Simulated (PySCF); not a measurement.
# Working out the excitation energy of Mg

Mg [Ne] 3s2 (1S) → Mg [Ne] 3s1 4s1 (3S). All numbers are calculated (PySCF 2.14, the non-relativistic Hamiltonian (point nucleus), in aug-cc-pCVDZ). Frozen: nothing. Energies in hartree (1 hartree = 27.21139 eV):

```csv
part,Mg (lower),Mg (upper)
UHF,-199.608341,-199.452430
CCSD correlation,-0.207961,-0.178809
(T),-0.000974,-0.000398
```

Q: What does Hartree-Fock give?

A: (-199.452430) − (-199.608341) = 0.155911 hartree = 4.243 eV.

Q: What do CCSD and CCSD(T) give?

A: The CCSD correlation energies differ by 0.029152 hartree = 0.793 eV and the triples by 0.000576 hartree = 0.016 eV, so CCSD gives 5.036 eV and CCSD(T) 5.052 eV.

Measured between the centres of the two terms (NIST): 5.108 eV, so CCSD(T) (all electrons) is off by -0.056 eV.

A double-zeta basis recovers only part of the correlation energy.

What remains against the reference includes basis incompleteness and higher excitations.
